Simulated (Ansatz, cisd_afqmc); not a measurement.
Species: V, charge 0, quartet.

Wanted: first ionisation energy (V+ (quintet) against V (quartet)), in eV. Radicals and triplets start from unrestricted determinants; spin-orbit coupling is neglected. The -DK rows use spin-free X2C, correlate 3s3p of the metal (1s2s2p frozen) and give its partners the cc-pVXZ-DK valence sets. AFQMC is phaseless with a CISD trial state; ± is one standard error, without the phaseless bias. Outlying blocks are dropped, and bars are widened where a walk drifts. Over all cases where full CI ran beside it in this data, AFQMC minus full CI had a median of +0.1 mEh and passed +0.4 mEh in a tenth of the cases. CBS(X,Y): correlation extrapolated as X^-3, Hartree-Fock from the larger set. A bracket is a step between two methods taken in the basis named. Functionals run without relativity, which enters their misses. Open-shell metal atoms are single determinants, not pure terms.

| level | program | first ionisation energy (eV) | difference against the last row |
|---|---|---|---|
| r2SCAN/def2-TZVPD | Ansatz | 6.17 | -0.59 |
| MP2/aug-cc-pwCVTZ-DK | Ansatz | 6.35 | -0.41 |
| MP2/cc-pwCVTZ-DK | Ansatz | 6.30 | -0.46 |
| CCSD/cc-pwCVTZ-DK | Ansatz | 6.69 | -0.07 |
| CCSD/cc-pwCVQZ-DK | Ansatz | 6.66 | -0.10 |
| CCSD/CBS(cc-pwCVTZ-DK,cc-pwCVQZ-DK) | Ansatz | 6.64 | -0.12 |
| CCSD(T)/CBS(aug-cc-pwCVTZ-DK,aug-cc-pwCVQZ-DK) | Ansatz | 6.73 | -0.03 |
| CCSDT(Q)/cc-pwCVTZ-DK | Ansatz | 6.80 | 0.04 |
| AFQMC/CISD/cc-pwCVTZ-DK | cisd_afqmc | 6.78 ± 0.02 | 0.02 |
| CCSD(T)/CBS(aug-cc-pwCVTZ-DK,aug-cc-pwCVQZ-DK) + [CCSDT(Q) - CCSD(T)]/aug-cc-pwCVTZ-DK | Ansatz | 6.76 | 0.00 |

Ansatz is a program for electronic structure.
